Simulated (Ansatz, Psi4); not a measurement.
## Psi4 → Ansatz

Psi4 1.11 runs this on SiClOF2 (SMILES [O][Si](F)(F)Cl):

run.py:
```python
import numpy as np
from ase.calculators.psi4 import Psi4
from ase import Atoms

a = Atoms(['O', 'Si', 'F', 'F', 'Cl'], positions=[
    [-0.173100, 0.048700, 1.622400],
    [0.071000, -0.092200, 0.005600],
    [-0.374600, -1.493300, -0.542700],
    [1.581700, 0.074400, -0.383900],
    [-1.055100, 1.388700, -0.742800],
])
calc = Psi4(atoms=a, method='mp2', basis='def2-SVP', memory='2200MB', num_threads=1, charge=0, multiplicity=2, label='psi4-calc', reference='uhf')
calc.psi4.set_options({'puream': True, 'e_convergence': 1e-09, 'd_convergence': 1e-08, 'scf_type': 'pk', 'num_frozen_docc': 13, 'mp2_type': 'conv', 'maxiter': 100})
a.calc = calc

print(f'energy: {a.get_potential_energy():.6f} eV')
```

```bash
$ python run.py
```

The coordinates come from a PBE0-D4/def2-TZVP relaxation.

It gives a total energy of -1022.600653 Eh.

Write the same calculation for Ansatz 0.2.0 as an input file of the program's own.

One way, which was run:

input.yaml:
```yaml
crystal:
  periodic: [false, false, false]
  atoms:
    - symbol: O
      position_ang: [-0.173100, 0.048700, 1.622400]
    - symbol: Si
      position_ang: [0.071000, -0.092200, 0.005600]
    - symbol: F
      position_ang: [-0.374600, -1.493300, -0.542700]
    - symbol: F
      position_ang: [1.581700, 0.074400, -0.383900]
    - symbol: Cl
      position_ang: [-1.055100, 1.388700, -0.742800]
basis:
  gaussian:
    orbitals: def2-SVP
magnetization:
  spin_polarized: true
  initial_magnetization: 1
correlation:
  method: mp2
  frozen_orbitals: {Cl: 5, F: 1, O: 1, Si: 5}
accuracy: high
```

```bash
$ ansatz run input.yaml --threads 1 --pin off --max-ram 3480MiB --events-out events.jsonl --progress --plain --runs-dir runs
```

Its energy is -1022.600653 Eh, the same as the first but for the last digit, at most.
